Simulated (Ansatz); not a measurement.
`C[Si](Cl)(Cl)Cl` and `FB[Si](Cl)(Cl)Cl` differ in one atom or group.

Ansatz, PBE0-D4/def2-TZVP geometries, multiplicity 1. Each molecule was computed in one conformer, which needn't be the lowest.

```
                                        property  `C[Si](Cl)(Cl)Cl`
  zero-point energy (PBE0-D4/def2-TZVP) / kJ/mol              111.7
              LUMO energy (PBE0/def2-TZVPP) / eV               0.27
           HOMO–LUMO gap (B3LYP/def2-TZVPP) / eV               8.87
               HOMO energy (PBE/def2-TZVPP) / eV              -7.73
             HOMO–LUMO gap (PBE/def2-TZVPP) / eV               6.98
size of the dipole moment (B3LYP/def2-TZVPP) / D               1.92
```

(1) Give the same properties after the change, and the shifts. (An estimate is asked.)

## Answers

(1) Ansatz gave: 
```csv
property,`FB[Si](Cl)(Cl)Cl`,shift
zero-point energy (PBE0-D4/def2-TZVP) / kJ/mol,55.5,-56.2
LUMO energy (PBE0/def2-TZVPP) / eV,-2.39,-2.66
HOMO–LUMO gap (B3LYP/def2-TZVPP) / eV,5.80,-3.07
HOMO energy (PBE/def2-TZVPP) / eV,-7.24,0.49
HOMO–LUMO gap (PBE/def2-TZVPP) / eV,3.90,-3.08
size of the dipole moment (B3LYP/def2-TZVPP) / D,1.03,-0.89
```

With PBE0 the HOMO rises by 0.58 eV and the LUMO falls by 2.66 eV, so the gap narrows by about 3.24 eV. PBE moves the HOMO by 0.49 eV and ωB97M-V by 0.71 eV. The zero-point energy changes by -56.2 kJ/mol with -3 modes. Dipoles are sizes alone; their direction can turn.

B3LYP here is the variant with VWN-RPA as its local correlation; programs differ in this.
